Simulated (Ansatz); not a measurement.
A search over several starts for the lowest SCF solution of the cluster B₂Cl₂ at the given spin, in a small basis.

```yaml
crystal:
  periodic: [false, false, false]
  atoms:
    - {symbol: B, position_ang: [-0.430452, -0.615622, -0.056039]}
    - {symbol: B, position_ang: [0.433181, 0.613970, 0.053560]}
    - {symbol: Cl, position_ang: [-1.377034, -2.000179, -0.167492]}
    - {symbol: Cl, position_ang: [1.374316, 2.001831, 0.169971]}
basis:
  gaussian: {orbitals: def2-SVP}
magnetization: {spin_polarized: true, initial_magnetization: 0}
hamiltonian: {xc: pbe0, dispersion: d4}
output: {orbitals: {seedname: orbitals}}
```

```sh
$ ansatz run in.yaml --threads 2 --pin off --events-out ev --progress --plain --max-ram 4352MiB
```

It prints (some lines left out):

```
Functional definition: PBE0
  name "PBE0"
  cite "Adamo & Barone, J. Chem. Phys. 110, 6158 (1999) doi:10.1063/1.478522"
  cite "Perdew, Burke & Ernzerhof, Phys. Rev. Lett. 77, 3865 (1996) doi:10.1103/PhysRevLett.77.3865"
  parent pbe
  parameter a = 0.25
  parameter kappa = 0.804
  parameter beta = 0.06672455060314922
  exchange = (1 - a)*pbe_x(kappa = kappa, mu = beta*pi^2/3) + a*exact_x
  correlation = pbe_c(beta = beta)
608 factors; integrals over basis functions are off by at most 9.1e-4 eV
mean field evaluation 1: about -26375.1862 eV, gradient 1.6e1 eV
mean field evaluation 2: about -26374.4228 eV, gradient 2.0e1 eV
mean field evaluation 4: about -26376.9089 eV, gradient 2.4e-1 eV
mean field evaluation 8: about -26377.0470 eV, gradient 1.9e-3 eV
mean field evaluation 16: about -26377.0470 eV, gradient 6.8e-5 eV
mean field evaluation 32: about -26377.7680 eV, gradient 1.5e-5 eV
mean field evaluation 64: about -26377.1357 eV, gradient 1.2e0 eV
mean field -26377.76803107 eV, -969.3650956486 hartree, gradient 3.5e-7 eV, S^2 1.003421; 5 other end points of the search recorded, 0 dependent functions left out
reference -26377.76805049 eV, -969.3650963621 hartree; 22, 22 occupied and 42, 42 virtual orbitals, 608 factors
Total energy: -26377.85708603 eV, -969.3683683581 hartree
```

Run time 5.5 s (2 threads of AMD EPYC 9R45 on a shared host).

Other converged states that the search met: 0.72 eV higher (⟨S²⟩ = 0.00).

The unrestricted singlet has broken spin symmetry (⟨S²⟩ up to 1.00). At PBE0-D4/def2-TZVP a triplet of charge 0 lies 0.22 eV below the unrestricted singlet, which stands at the restricted singlet's geometry. The structure comes from a short search, and lower isomers may exist.
